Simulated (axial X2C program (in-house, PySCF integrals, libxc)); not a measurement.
**Correcting the dissociation energy of CrSi⁺ for spin–orbit coupling**

A spin-free PBE0 curve (one-electron X2C) was computed with an axial X2C code built on PySCF integrals, basis Cr dyall-cv3z [9s10p6d3f2g], Si dyall-v3z [8s7p2d1f] (cores contracted in-house), for the state M_S = 5/2, Λ = 0 (beyond evenly filled blocks: σα, π+α, π-α, δ+α, δ-α). It gives D0 = 1.610 eV to Cr+ + Si, which in a spin-free picture are the weighted means of the ground terms.

Measured levels of the ground terms (NIST Handbook of Basic Atomic Spectroscopic Data), in cm⁻¹: Cr+ 6S: J = 5/2 at 0; Si 3P: J = 0 at 0, J = 1 at 77.1, J = 2 at 223.2.

The molecular state has Λ = 0, so it has no first-order lowering.

Question: How far does each ground level lie under the (2J+1)-weighted mean of its term?

Answer: Cr+: a single level, 0; Si: (1 × 0 + 3 × 77.1 + 5 × 223.2)/9 = 150 cm⁻¹.

Question: Correct D0.

Answer: D0 = 1.610 + (0 − 150)/8065.5 = 1.591 eV at PBE0 with these spin–orbit terms.

Second-order spin–orbit effects in the molecule, which grow quickly with Z, are left out. The state is one determinant whose occupation by symmetry is held fixed; it was picked as the lowest of a PBE0 search that is not exhaustive. De is counted from the lowest determinant-based energies of the atoms at the same level, without counterpoise correction. PBE0 can misorder states that lie within some tenths of an eV, so this need not be the ground state of the molecule. The nearest other spin-free determinant of the search, M_S = 7/2, Λ = 1, lies 0.14 eV up at the distance of the search.
